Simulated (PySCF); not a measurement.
CH₅F₂NOSi, SMILES CO[Si](N)(F)F. Coordinates come from a B3LYP-D3(BJ)/def2-SVP optimisation. This is a generated structure with no PubChem entry under its InChIKey; it may be hypothetical. One conformer was computed; it need not be the lowest.

Computed equilibrium geometry at B3LYP-D3(BJ)/def2-SVP (PySCF confirms it by a frequency run) as Cartesian coordinates in Å (one conformer of several):
```xyz
11

C     -1.9336    -0.8609    -0.9245
O     -1.2273     0.2292    -0.3646
Si     0.3163     0.1777     0.1662
N      1.3685    -0.4699    -0.9994
F      0.6399     1.6871     0.6271
F      0.4884    -0.7340     1.4866
H     -1.2834    -1.4837    -1.5634
H     -2.3619    -1.5004    -0.1336
H     -2.7587    -0.4674    -1.5373
H      2.2362    -0.9171    -0.7227
H      1.4250    -0.0761    -1.9326
```
